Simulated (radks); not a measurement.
Spin polarisation of the 4f13 shell in the thulium ion Tm+. Start: [Xe] 4f(up 6.5, down 6.5) 6s(up 0.5, down 0.5); electrons of 4f are moved from spin down to spin up, other shells keep equal spins. Calculated with a radial shooting solver on a logarithmic mesh with Libxc functionals: scalar-relativistic Kohn-Sham, PBEsol, spin-polarised, spherical densities, finite nucleus; Fermi nuclear charge, rms radius of each element as measured or else 0.836 A^(1/3) + 0.57 fm.

moment (Bohr magnetons),E - E(0) (eV),e(4f up) (eV),e(4f down) (eV),6s down minus up (eV),5p down minus up (eV),5s down minus up (eV)
0,0.000,-9.808,-9.808,0.000,0.000,0.000
0.25,-0.012,-9.902,-9.713,0.008,0.073,0.104
0.5,-0.047,-9.995,-9.616,0.016,0.147,0.209
0.75,-0.107,-10.086,-9.518,0.024,0.220,0.313
1,-0.190,-10.176,-9.419,0.032,0.294,0.417

At moment 1 the spin-polarisation energy is -0.190 eV and the 4f exchange splitting 0.758 eV, that is 0.758 eV per Bohr magneton; E = -I m^2/4 would give I = 0.758 eV.
